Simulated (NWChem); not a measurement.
Program: NWChem. System: CCl₂, charge 0, spin multiplicity 1, at a geometry optimised with B3LYP/def2-SVP. The structure started from a generated list of species. Level: MP2/def2-TZVP, 11 core orbitals frozen.

Input file:

```
start mol
memory heap 200 mb stack 900 mb global 1100 mb
geometry units angstroms nocenter noautoz
  Cl     1.416657     0.000000    -0.150404
  C      0.000000     0.000000     0.852289
  Cl    -1.416657     0.000000    -0.150404
  symmetry group C2v
end
basis spherical
  * library def2-tzvp
end
scf
  rhf
  nopen 0
  maxiter 100
  thresh 1e-7
  semidirect memsize 60000000 filesize 0
end
mp2
  freeze core 11
end
task mp2 energy
```

Output (cleaned and shortened):

```
             Northwest Computational Chemistry Package (NWChem) 7.3.0
             --------------------------------------------------------

                                NWChem Input Module
                                -------------------

 Scaling coordinates for geometry "geometry" by  1.889725989
 (inverse scale =  0.529177249)

 Turning off AUTOSYM since
 SYMMETRY directive was detected!

                             Geometry "geometry" -> ""
                             -------------------------

 Output coordinates in angstroms (scale by  1.889725989 to convert to a.u.)

  No.       Tag          Charge          X              Y              Z
 ---- ---------------- ---------- -------------- -------------- --------------
    1 Cl                  17.0000     1.41665700     0.00000000    -0.15040400
    2 C                    6.0000     0.00000000     0.00000000     0.85228900
    3 Cl                  17.0000    -1.41665700     0.00000000    -0.15040400

 Effective nuclear repulsion energy (a.u.)     116.1751720533

            Nuclear Dipole moment (a.u.)
            ----------------------------
        X                 Y               Z
 ---------------- ---------------- ----------------
     0.0000000000     0.0000000000    -0.0000037795

      Symmetry information
      --------------------

 Group name             C2v
 Group number             16
 Group order               4
 No. of unique centers     2

      Symmetry unique atoms

     1    2


 Summary of "ao basis" -> "" (spherical)
 ------------------------------------------------------------------------------
       Tag                 Description            Shells   Functions and Types
 ---------------- ------------------------------  ------  ---------------------
 *                         def2-tzvp                  on all atoms

 Summary of "ao basis" -> "ao basis" (spherical)
 ------------------------------------------------------------------------------
       Tag                 Description            Shells   Functions and Types
 ---------------- ------------------------------  ------  ---------------------
[...]
     1   1 0 0     -0.000000      0.000000      0.000000
     1   0 1 0      0.000000      0.000000      0.000000
     1   0 0 1     -0.355843      0.000000     -0.000004

     2   2 0 0    -22.049345      0.000000    243.672216
     2   1 1 0      0.000000      0.000000      0.000000
     2   1 0 1     -0.000000      0.000000      0.000000
     2   0 2 0    -22.326815      0.000000      0.000000
     2   0 1 1     -0.000000      0.000000      0.000000
     2   0 0 2    -24.792642      0.000000     18.310652

                   NWChem MP2 Semi-direct Energy/Gradient Module
                   ---------------------------------------------

  Basis functions       =    105
  Molecular orbitals    =    105
  Frozen core           =     11
  Frozen virtuals       =      0
  Active alpha occupied =      9
  Active beta occupied  =      9
  Active alpha virtual  =     85
  Active beta virtual   =     85
  Use MO symmetry       = T
  Use skeleton AO sym   = T

  AO/Fock/Back tols     =   1.0D-09  1.0D-09  1.0D-09

 GA uses MA = F    GA memory limited = T

 Available:
  local mem=  1.26D+08
 global mem=  1.44D+08
 local disk=  0.00D+00
  mp2_memr nvloc                    85
  nvloc new                    85
   1 passes of   9:        5242880                      60725                  14131954.
   1 passes of   9: M    126149691           G      144157150           F     120906811.

 Semi-direct pass number   1 of   1  for RHF alpha+beta  at        3.4s
  vrange nnbf                  5426
  mp2_eaftype                    53  avail_ma_in_mb                  1099
 EAF : mp2_eaftype filesize          53    7065977.
  mp2_eaf for mointskh                     53
Node 0 wrote     33.2 Mb in      0.0 s     Agg I/O rate:  1032.5 Mb/s
 Done moints_semi at        9.0s
  mp2_eaftype                    53  avail_ma_in_mb                  1046
 EAF : mp2_eaftype filesize          53    7065977.
  mp2_eaf for kh                    53
 Done maket at        9.3s
 Done multipass loop at        9.3s

          -------------------------------------------
          SCF energy                -956.791987839923
          Correlation energy          -0.509639796463
          Singlet pairs               -0.316085470050
          Triplet pairs               -0.193554326413
          Total MP2 energy          -957.301627636386
          -------------------------------------------

          ---------------------------------------------------
                    Spin Component Scaled (SCS) MP2
          Same spin pairs                     -0.129036217608
          Same spin scaling factor             0.333333333333
          Opposite spin pairs                 -0.380603578855
          Opposite spin scaling fact.          1.200000000000
          SCS-MP2 correlation energy          -0.499736367162
          Total SCS-MP2 energy              -957.291724207085
          ---------------------------------------------------

 -----------------------
 Performance information
 -----------------------

 Timer overhead =  1.83D-07 seconds/call

               Nr. of calls         CPU time (s)                 Wall time (s)                GFlops
             ---------------    -------------------     ------------------------------   -------------------
Name         Min   Avg   Max    Min     Avg     Max     Min     Avg     Max   Mx/calls   Min     Max     Sum
mp2: moin     1     1     1    5.6     5.6     5.6      5.6     5.6     5.6     5.6      0.0     0.0     0.0
mp2: make     1     1     1   0.23    0.23    0.23     0.23    0.23    0.23    0.23      0.0     0.0     0.0
mp2: tota     1     1     1    5.9     5.9     5.9      5.9     5.9     5.9     5.9      0.0     0.0     0.0

 The average no. of pstat calls per process was 3.00D+00
 with a timing overhead of 5.48D-07s

 Task  times  cpu:        9.2s     wall:        9.2s

 Total times  cpu:        9.3s     wall:        9.3s
```
